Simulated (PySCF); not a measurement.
Species: C₂H₆S₂Si.
Bonds: C1–C2, C2–S3, S3–Si4, Si4–S5, C1–S5. Hydrogens: H6, H7 on C1; H8, H9 on C2; H10, H11 on Si4.

The same species was optimised twice, with GFN2-xTB and with PBE0-D3(BJ)/def2-SVP (PySCF), and the same property calculations (PySCF, gas phase) were run on both structures.

```
     coordinate  GFN2-xTB  PBE0-D3(BJ)/def2-SVP  change
    Si4–H11 (Å)     1.450                 1.492  +0.042
    Si4–H10 (Å)     1.451                 1.492  +0.041
      C2–H8 (Å)     1.090                 1.102  +0.012
      C1–H7 (Å)     1.090                 1.101  +0.011
      C2–H9 (Å)     1.090                 1.101  +0.011
      C1–H6 (Å)     1.090                 1.100  +0.010
     Si4–S5 (Å)     2.143                 2.151  +0.008
     S3–Si4 (Å)     2.143                 2.151  +0.008
      C1–C2 (Å)     1.510                 1.514  +0.004
      C2–S3 (Å)     1.829                 1.833  +0.004
      C1–S5 (Å)     1.829                 1.832  +0.003
H10–Si4–H11 (°)     115.8                 108.0    -7.8
 S3–Si4–H11 (°)     112.0                 115.3    +3.3
 S5–Si4–H10 (°)     112.0                 115.1    +3.1
   S5–C1–H6 (°)     108.0                 109.7    +1.7
   S3–C2–H9 (°)     108.1                 109.6    +1.5
 S3–Si4–H10 (°)     107.9                 109.0    +1.1
 S5–Si4–H11 (°)     107.8                 108.9    +1.1
   H8–C2–H9 (°)     109.4                 108.5    -0.9
```

Rotational constants: A = 3582, B = 2555, C = 1592 MHz (GFN2-xTB) against A = 3559, B = 2526, C = 1575 MHz (PBE0-D3(BJ)/def2-SVP). Point groups within 0.08 Å: C2 and C2. Atoms that the bonding makes alike are paired by their places after alignment.

On the GFN2-xTB structure: isotropic polarisability (au) 88.2 [B3LYP/def2-SVPD]; HOMO (eV) -6.83 [B3LYP/def2-SVPD]; LUMO (eV) -0.68 [B3LYP/def2-SVPD]; dipole (D) 1.17 [B3LYP/def2-SVPD]; HOMO (eV) -7.11 [PBE0/pcSseg-1]; LUMO (eV) -0.33 [PBE0/pcSseg-1]; dipole (D) 1.00 [PBE0/pcSseg-1]; GIAO shielding of C1/C2 (mean) (ppm) 144.8 [PBE0/pcSseg-1]; GIAO shielding of S3/S5 (mean) (ppm) 642.2 [PBE0/pcSseg-1]; GIAO shielding of Si4 (ppm) 350.2 [PBE0/pcSseg-1]; Si1s of Si4 (eV) 1847.12 [delta-SCF UKS SCAN, pcX-2 on the ionised atom, pcseg-1 elsewhere, spin-free X2C]; Si2p of Si4 (eV) 107.52 [delta-SCF UKS SCAN, pcX-2 on the ionised atom, pcseg-1 elsewhere, spin-free X2C].

Question: What do these properties become on the PBE0-D3(BJ)/def2-SVP structure?

Answer: 
| property | level | on GFN2-xTB | on PBE0-D3(BJ)/def2-SVP | change |
| --- | --- | --- | --- | --- |
| isotropic polarisability (au) | B3LYP/def2-SVPD | 88.2 | 89.8 | +1.6 |
| HOMO (eV) | B3LYP/def2-SVPD | -6.83 | -6.91 | -0.08 |
| LUMO (eV) | B3LYP/def2-SVPD | -0.68 | -0.70 | -0.02 |
| dipole (D) | B3LYP/def2-SVPD | 1.17 | 1.48 | +0.31 |
| energy, GFN2-xTB geometry as zero (kcal/mol) | B3LYP/def2-SVPD | 0.0 | -1.8 | -1.8 |
| HOMO (eV) | PBE0/pcSseg-1 | -7.11 | -7.18 | -0.07 |
| LUMO (eV) | PBE0/pcSseg-1 | -0.33 | -0.34 | -0.01 |
| dipole (D) | PBE0/pcSseg-1 | 1.00 | 1.32 | +0.32 |
| energy, GFN2-xTB geometry as zero (kcal/mol) | PBE0/pcSseg-1 | 0.0 | -1.5 | -1.5 |
| GIAO shielding of C1/C2 (mean) (ppm) | PBE0/pcSseg-1 | 144.8 | 143.2 | -1.6 |
| GIAO shielding of S3/S5 (mean) (ppm) | PBE0/pcSseg-1 | 642.2 | 633.5 | -8.7 |
| GIAO shielding of Si4 (ppm) | PBE0/pcSseg-1 | 350.2 | 345.0 | -5.2 |
| Si1s of Si4 (eV) | delta-SCF UKS SCAN, pcX-2 on the ionised atom, pcseg-1 elsewhere, spin-free X2C | 1847.12 | 1847.21 | +0.09 |
| Si2p of Si4 (eV) | delta-SCF UKS SCAN, pcX-2 on the ionised atom, pcseg-1 elsewhere, spin-free X2C | 107.52 | 107.57 | +0.05 |

The heavy atoms differ by 0.008 Å rms after alignment (one structure mirrored). Among all bonds Si4–H10 and Si4–H11 change most and about equally (+0.041 to +0.042 Å). Changes are differences of the printed values. Neither structure is proved a minimum here.
